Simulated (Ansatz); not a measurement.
Saddle point of Zn₂SiN₂H₈O₃, singlet (Zn₂SiN₂H₈O₃ ([NH2][SiH2]1[NH2][Zn]([O][Zn][OH])[OH]1) → Zn₂SiN₂H₈O₃ ([NH3][SiH2]1[NH2][Zn]([O][Zn][OH])[O]1); bonds formed: N2–H4; bonds broken: H4–O5; bonds weakened to dative contacts: Si1–N2), PBE0-D4/def2-TZVP structure:

```json
{"atom": "Si1", "x (Å)": "-1.4490", "y (Å)": "0.6965", "z (Å)": "-0.8082"}
{"atom": "N2", "x (Å)": "-1.0644", "y (Å)": "0.0278", "z (Å)": "-2.5768"}
{"atom": "N3", "x (Å)": "-1.3794", "y (Å)": "1.1235", "z (Å)": "1.0963"}
{"atom": "H4", "x (Å)": "-0.0895", "y (Å)": "-0.3483", "z (Å)": "-1.7079"}
{"atom": "O5", "x (Å)": "0.0164", "y (Å)": "-0.1307", "z (Å)": "-0.5662"}
{"atom": "Zn6", "x (Å)": "0.3419", "y (Å)": "0.1449", "z (Å)": "1.3619"}
{"atom": "O7", "x (Å)": "1.6034", "y (Å)": "-0.3155", "z (Å)": "2.5432"}
{"atom": "Zn8", "x (Å)": "2.9830", "y (Å)": "-1.3597", "z (Å)": "2.2841"}
{"atom": "O9", "x (Å)": "4.3769", "y (Å)": "-2.4542", "z (Å)": "2.2083"}
{"atom": "H10", "x (Å)": "-2.7565", "y (Å)": "-0.0075", "z (Å)": "-0.6788"}
{"atom": "H11", "x (Å)": "-1.4608", "y (Å)": "2.1330", "z (Å)": "-1.2063"}
{"atom": "H12", "x (Å)": "-1.6676", "y (Å)": "-0.6854", "z (Å)": "-2.9634"}
{"atom": "H13", "x (Å)": "-0.8342", "y (Å)": "0.6922", "z (Å)": "-3.3033"}
{"atom": "H14", "x (Å)": "-2.1627", "y (Å)": "0.7603", "z (Å)": "1.6276"}
{"atom": "H15", "x (Å)": "-1.3400", "y (Å)": "2.1171", "z (Å)": "1.2936"}
{"atom": "H16", "x (Å)": "4.8825", "y (Å)": "-2.3940", "z (Å)": "1.3959"}
```

Energies are electronic, without zero-point energy. Barriers and step energies count from the start structure reached by relaxing down the imaginary mode; all methods use the PBE0-D4 structures, on which another method's saddle can fall below an end. Program: Ansatz 0.2.0. Basis: def2-TZVPP, with def2-QZVPP for the basis limit. Cores are frozen in the correlated methods. The 3s and 3p shells of Cu and Zn are frozen; filled d shells are correlated. B3LYP uses VWN-RPA correlation. Extrapolation: Hartree–Fock as exp(−7.88 √X), correlation as X^−2.97.

```tsv
method	barrier (kJ/mol)	step energy (kJ/mol)
SPW92	21.9	-24.9
PBE-D4	36.2	-33.7
BLYP-D4	47.0	-34.0
r2SCAN-D4	?	-35.2
B97M-V	?	-34.2
PBE0-D4	45.2	-31.6
B3LYP-D4	53.1	-32.0
r2SCAN0-D4	?	-32.3
BHLYP-D4	64.3	-30.2
CAM-B3LYP-D4	53.9	-29.8
wB97X-V	53.3	-32.7
wB97M-V	55.0	-30.8
B2PLYP	51.9	-35.2
PBE-QIDH	48.7	-33.3
RPA on PBE	49.9	-37.0
HF	87.6	-34.3
MP2	47.1	-34.6
CCSD	58.6	-33.0
CCSD(T)	51.7	-34.5
```

Question: Fill in the withheld barriers. (An estimate is asked for; the value comes from the calculation.)

Answer: The calculation gives: B97M-V 58.4; r2SCAN-D4 42.7; r2SCAN0-D4 49.4 kJ/mol. Each is the energy of the saddle less that of the start structure, by the same method.

For comparison, the barrier by CCSD(T) at an estimated basis limit (MP2 extrapolated from triple and quadruple zeta, plus CCSD(T) − MP2 in triple zeta) is 53.9 kJ/mol.

T1 diagnostic: at most 0.017.

The step is the kind of ligand exchange by which a precursor binds to a hydroxyl group, or is hydrolysed, in atomic layer deposition of oxides. Here a small cluster stands in for the surface site.

Labels in which every atom is bracketed show which atoms are joined, not bond orders.

For scale, one of the runs: CCSD(T)/def2-TZVPP, 437 basis functions, launched by `ansatz run in.yaml --threads 5 --pin off --events-out ev --progress --plain --max-ram 66560MiB --backend cuda --devices 0, --max-vram 37GiB`. Hardware: 5 CPU threads of an AMD EPYC 7R13 and a share of one NVIDIA H100, shared host. Wall time 41 s; peak host memory 1.1 GiB.
